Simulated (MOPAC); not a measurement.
MOPAC input (PM6):

```
PM6 PRECISE GNORM=0.05 LET XYZ UHF MS=0.5 GEO-OK AUX(PRECISION=9) THREADS=1
H4ClOSi2

Si   -2.08951000 1    0.12302200 1   -0.19797500 1
O    -0.60789200 1    0.84656600 1   -0.30202400 1
Si    0.95786300 1    0.77705900 1    0.14104100 1
Cl    1.55962100 1   -1.20896500 1    0.27431400 1
H    -2.10716500 1   -1.09120200 1   -1.04057600 1
H    -2.37336400 1   -0.23966000 1    1.20803800 1
H    -3.09109000 1    1.09431100 1   -0.68182500 1
H     1.76424200 1    1.41528300 1   -0.93571700 1
```

Output:

```
 *******************************************************************************
 **                                                                           **
 **                              MOPAC v23.2.5                                **
 **                                                                           **
 *******************************************************************************
 ** MOPAC's Digital Object Identifier: https://doi.org/10.5281/zenodo.6511958 **
 **                                                                           **
 ** Please cite the open-source release paper for use of this MOPAC version:  **
 ** J. E. Moussa and J. J. P. Stewart (2026)                                  **
 ** MOPAC: An open-source semiempirical molecular orbital program             **
 ** J. Open Source Softw., 11(119), 8025, https://doi.org/10.21105/joss.08025 **
 *******************************************************************************

                              PM6 CALCULATION RESULTS

 *******************************************************************************
 *  PM6        - The PM6 Hamiltonian to be used
 *  GEO-OK     - OVERRIDE INTERATOMIC DISTANCE AND OTHER SAFETY CHECKS
 *  UHF        - UNRESTRICTED HARTREE-FOCK CALCULATION
 *  MS=        - IN MECI, MAGNETIC COMPONENT OF SPIN =  0.5
 *  LET        - OVERRIDE SOME SAFETY CHECKS
 *  PRECISE    - TIGHTER CRITERIA TO BE USED
 *  XYZ        - CARTESIAN COORDINATE SYSTEM TO BE USED
 *  GNORM      - EXIT WHEN GRADIENT NORM DROPS BELOW 0.050
 *  AUX        - OUTPUT AUXILIARY INFORMATION
 *******************************************************************************
PM6 PRECISE GNORM=0.05 LET XYZ UHF MS=0.5 GEO-OK AUX(PRECISION=9) THREADS=1
 H4ClOSi2

   ATOM   CHEMICAL          X               Y               Z
  NUMBER   SYMBOL      (ANGSTROMS)     (ANGSTROMS)     (ANGSTROMS)

     1      Si         -2.08951000  *   0.12302200  *  -0.19797500  *
     2       O         -0.60789200  *   0.84656600  *  -0.30202400  *
     3      Si          0.95786300  *   0.77705900  *   0.14104100  *
     4      Cl          1.55962100  *  -1.20896500  *   0.27431400  *
     5       H         -2.10716500  *  -1.09120200  *  -1.04057600  *
     6       H         -2.37336400  *  -0.23966000  *   1.20803800  *
     7       H         -3.09109000  *   1.09431100  *  -0.68182500  *
     8       H          1.76424200  *   1.41528300  *  -0.93571700  *

          CARTESIAN COORDINATES

    NO.       ATOM           X           Y           Z

     1        Si         -2.0895      0.1230     -0.1980
     2         O         -0.6079      0.8466     -0.3020
     3        Si          0.9579      0.7771      0.1410
     4        Cl          1.5596     -1.2090      0.2743
     5         H         -2.1072     -1.0912     -1.0406
     6         H         -2.3734     -0.2397      1.2080
     7         H         -3.0911      1.0943     -0.6818
     8         H          1.7642      1.4153     -0.9357

 General Reference for PM6:
 "Optimization of Parameters for Semiempirical Methods V: Modification of NDDO Approximations
 and Application to 70 Elements", J. J. P. Stewart, J. Mol. Mod., 13, 1173-1213 (2007)
 URL: https://link.springer.com/article/10.1007/s00894-007-0233-4

           Empirical Formula: H4 O Si2 Cl  =     8 atoms

      MOLECULAR POINT GROUP   :   C1

          UHF CALCULATION, NO. OF ALPHA ELECTRONS =   13
                           NO. OF BETA  ELECTRONS =   12

          Geometry optimization using EF

          DIAGONAL MATRIX USED AS START HESSIAN

 CYCLE:     1  GRAD.:    56.562 HEAT: -94.15442
 CYCLE:     2  GRAD.:   130.269 HEAT: -87.57301
 CYCLE:     3  GRAD.:    15.929 HEAT: -97.13947
 CYCLE:     4  GRAD.:    18.070 HEAT: -97.58358
 CYCLE:     5  GRAD.:    17.828 HEAT: -98.08032
 CYCLE:     6  GRAD.:    17.357 HEAT: -98.69345
 CYCLE:     7  GRAD.:    31.597 HEAT: -98.74561
 CYCLE:     8  GRAD.:    19.243 HEAT: -99.21557
 CYCLE:     9  GRAD.:    16.146 HEAT: -99.54744
 CYCLE:    10  GRAD.:    16.391 HEAT: -99.75752
 CYCLE:    11  GRAD.:    13.369 HEAT: -100.1669
 CYCLE:    12  GRAD.:    17.323 HEAT: -100.5411
 CYCLE:    13  GRAD.:    13.332 HEAT: -101.0480
 CYCLE:    14  GRAD.:    13.301 HEAT: -101.3830
 CYCLE:    15  GRAD.:     9.054 HEAT: -101.6840
 CYCLE:    16  GRAD.:     5.977 HEAT: -101.9939
 CYCLE:    17  GRAD.:     5.963 HEAT: -102.0315
 CYCLE:    18  GRAD.:     3.081 HEAT: -102.0874
 CYCLE:    19  GRAD.:     1.253 HEAT: -102.1003
 CYCLE:    20  GRAD.:     0.583 HEAT: -102.1063
 CYCLE:    21  GRAD.:     0.656 HEAT: -102.1087
 CYCLE:    22  GRAD.:     0.650 HEAT: -102.1105
 CYCLE:    23  GRAD.:     0.529 HEAT: -102.1124
 CYCLE:    24  GRAD.:     0.336 HEAT: -102.1134
 CYCLE:    25  GRAD.:     0.188 HEAT: -102.1137
 CYCLE:    26  GRAD.:     0.160 HEAT: -102.1138
 CYCLE:    27  GRAD.:     0.163 HEAT: -102.1139
 CYCLE:    28  GRAD.:     0.227 HEAT: -102.1142
 CYCLE:    29  GRAD.:     0.285 HEAT: -102.1146
 CYCLE:    30  GRAD.:     0.603 HEAT: -102.1157
 CYCLE:    31  GRAD.:     0.355 HEAT: -102.1163
 CYCLE:    32  GRAD.:     0.208 HEAT: -102.1171
 CYCLE:    33  GRAD.:     0.145 HEAT: -102.1172
 CYCLE:    34  GRAD.:     0.170 HEAT: -102.1173
 CYCLE:    35  GRAD.:     0.150 HEAT: -102.1174
 CYCLE:    36  GRAD.:     0.080 HEAT: -102.1176
 CYCLE:    37  GRAD.:     0.036 HEAT: -102.1176

     GRADIENT =  0.03552 IS LESS THAN CUTOFF =  0.05000

 -------------------------------------------------------------------------------
 PM6 PRECISE GNORM=0.05 LET XYZ UHF MS=0.5 GEO-OK AUX(PRECISION=9) THREADS=1
 H4ClOSi2

     GEOMETRY OPTIMISED USING EIGENVECTOR FOLLOWING (EF).
     SCF FIELD WAS ACHIEVED

                              PM6 CALCULATION
                                                       MOPAC v23.2.5 Linux

          FINAL HEAT OF FORMATION =       -102.11758 KCAL/MOL =    -427.25997 KJ/MOL

          COSMO AREA              =        146.39 SQUARE ANGSTROMS
          COSMO VOLUME            =        139.39 CUBIC ANGSTROMS

          GRADIENT NORM           =          0.03552          =       0.01256 PER ATOM
          IONIZATION POTENTIAL    =          6.971856 EV
          ALPHA SOMO LUMO (EV)    =         -6.972 -0.351
          BETA  SOMO LUMO (EV)    =        -11.323 -1.020
          NO. OF ALPHA ELECTRONS  =         13
          NO. OF BETA  ELECTRONS  =         12
          MOLECULAR WEIGHT        =        111.6550         POINT GROUP:  Cs

          MOLECULAR DIMENSIONS (Angstroms)

            Atom       Atom       Distance
            H     7   Cl     4     5.88157
            H     8    H     6     4.04019
            H     6    H     5     2.30020

          SCF CALCULATIONS        =         38

   ATOM   CHEMICAL          X               Y               Z
  NUMBER   SYMBOL      (ANGSTROMS)     (ANGSTROMS)     (ANGSTROMS)

     1      Si         -2.41371404  *   0.36833067  *  -0.25781083  *
     2       O         -0.73302810  *   0.40621930  *  -0.18028557  *
     3      Si          0.88947461  *   0.35477440  *  -0.07683819  *
     4      Cl          2.22683781  *  -1.01906888  *   0.41541425  *
     5       H         -2.79466818  *  -0.65634153  *  -1.23223934  *
     6       H         -2.91758757  *   0.04014365  *   1.07747402  *
     7       H         -2.87633813  *   1.69157456  *  -0.68135701  *
     8       H          1.39501940  *   1.66575962  *  -0.46984374  *

                             CARTESIAN COORDINATES

   1   Si       -2.413714043     0.368330667    -0.257810829
   2    O       -0.733028102     0.406219298    -0.180285570
   3   Si        0.889474605     0.354774396    -0.076838190
   4   Cl        2.226837807    -1.019068884     0.415414249
   5    H       -2.794668178    -0.656341530    -1.232239343
   6    H       -2.917587569     0.040143647     1.077474020
   7    H       -2.876338127     1.691574556    -0.681357014
   8    H        1.395019396     1.665759620    -0.469843736

           Empirical Formula: H4 O Si2 Cl  =     8 atoms

      MOLECULAR POINT GROUP   :   Cs

          ALPHA EIGENVALUES
 -29.54831 -26.24002 -20.17994 -16.89700 -15.06640 -14.83860 -14.71591 -12.71256
 -11.95098 -11.76506 -11.36007 -11.35309  -6.97186  -0.35088  -0.14650   0.26317
   0.81999   0.86048   0.87368   1.01865   1.16996   1.72863   2.45360   2.47700
   2.72148   3.91465   4.64333   4.66287   4.67544   5.07548  88.71814  88.76390
  88.82165  88.99611  88.99882

           BETA EIGENVALUES
 -29.43692 -25.60113 -20.08717 -16.76247 -14.86927 -14.75514 -14.52951 -12.16372
 -11.86143 -11.55590 -11.35146 -11.32305  -1.02007  -0.08450   0.14906   0.57130
   0.84805   0.86501   0.98311   1.13099   1.20586   1.89027   2.51282   2.55456
   2.89802   4.23770   4.66397   4.66659   4.90514   5.26329  88.91340  88.91653
  89.00043  89.03508  89.05251

              NET ATOMIC CHARGES AND DIPOLE CONTRIBUTIONS

  ATOM NO.   TYPE          CHARGE      No. of ELECS.   s-Pop       p-Pop       d-Pop
    1         Si           0.345968        3.6540     1.16823     1.68147     0.80433
    2          O          -0.493802        6.4938     1.60707     4.88674
    3         Si           0.316761        3.6832     1.38582     1.28478     1.01263
    4         Cl          -0.133293        7.1333     1.99165     5.14008     0.00156
    5          H          -0.017024        1.0170     1.01702
    6          H          -0.016942        1.0169     1.01694
    7          H          -0.016607        1.0166     1.01661
    8          H           0.014940        0.9851     0.98506
 DIPOLE           X         Y         Z       TOTAL
 POINT-CHG.    -1.549     0.876    -0.350     1.814
 HYBRID         0.609    -0.148     0.065     0.630
 SUM           -0.940     0.727    -0.285     1.223

          ATOMIC ORBITAL ELECTRON POPULATIONS

     Atom    s        px        py        pz      x^2-y^2     xz        z^2       yz        xy
    1 Si   1.16823   0.31476   0.68354   0.68318   0.16534   0.17290   0.14072   0.15944   0.16593
    2  O   1.60707   1.47641   1.71224   1.69808
    3 Si   1.38582   0.41247   0.62175   0.25057   0.24525   0.14566   0.25969   0.11506   0.24697
    4 Cl   1.99165   1.68277   1.66555   1.79176   0.00022   0.00015   0.00024   0.00019   0.00076
    5  H   1.01702
    6  H   1.01694
    7  H   1.01661
    8  H   0.98506

                    (SZ)    =    0.500000
                    (S**2)  =    0.754648

          ATOMIC ORBITAL SPIN POPULATIONS

    Atom   Total    s     px     py     pz   x^2-y^2  xz     z^2    yz     xy
         Atomic
    1 Si  0.0096  0.000  0.008 -0.000 -0.000  0.001 -0.001  0.000 -0.000  0.002
    2  O  0.0331  0.013  0.012  0.010 -0.001
    3 Si  0.6817  0.294  0.004  0.083  0.017  0.001  0.001  0.213  0.074 -0.005
    4 Cl  0.1419  0.002  0.111  0.029  0.000  0.000  0.000 -0.000 -0.000  0.000
    5  H  0.0002  0.000
    6  H  0.0001  0.000
    7  H  0.0024  0.002
    8  H  0.1310  0.131

 **********************
 *                    *
 * JOB ENDED NORMALLY *
 *                    *
 **********************

 == MOPAC DONE ==
```

The geometry given is a B3LYP-D3(BJ)/def2-TZVP minimum.
